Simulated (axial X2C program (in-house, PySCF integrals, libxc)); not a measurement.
**Potential curves of PSe, 2c**

Calculated with an in-house all-electron X2C program for linear molecules (integrals from PySCF). Two-component (2c) means X2C with spin–orbit coupling and atomic mean-field two-electron Coulomb and Gaunt terms. Basis: Se dyall-cv3z [8s9p6d4f1g], P dyall-v3z [8s7p2d1f] (cores contracted in-house); Gaussian nuclei, density fitting, unrestricted open shells. Masses: Se 79.917 u, P 30.974 u.

State: Ω = 1/2 (⟨Sz⟩ = -0.50, ⟨Lz⟩ = 1.00 at BP86). Energies in eV from the fragments at the same level (Se + P). Fits are polynomials in 1 − R0/R over 0.85 to 1.23 times the lowest point R0.

```json
{"R (Å)": "1.7731", "BP86": "-2.5910"}
{"R (Å)": "1.8546", "BP86": "-3.4845"}
{"R (Å)": "1.9157", "BP86": "-3.8861"}
{"R (Å)": "1.9769", "BP86": "-4.1147"}
{"R (Å)": "2.0380", "BP86": "-4.2097"}
{"R (Å)": "2.1093", "BP86": "-4.1934"}
{"R (Å)": "2.1807", "BP86": "-4.0768"}
{"R (Å)": "2.2724", "BP86": "-3.8273"}
{"R (Å)": "2.3845", "BP86": "-3.4322"}
{"R (Å)": "2.5475", "BP86": "-2.7979"}
```

One determinant describes the state; a PBE0 search over occupations chose it and may have missed a lower one. De is counted from the lowest determinant-based energies of the atoms at the same level, without counterpoise correction. Density functionals use the spin component along the axis (collinear). The functionals have no current-density term, which raises determinants with orbital currents, atoms included.

Problem. What are Re, ωe and De at the BP86 level?

Solution. At BP86, 2c: Re = 2.063 Å, ωe ≈ 543 cm⁻¹, De = 4.22 eV to Se + P; Be follows as 0.177 cm⁻¹.
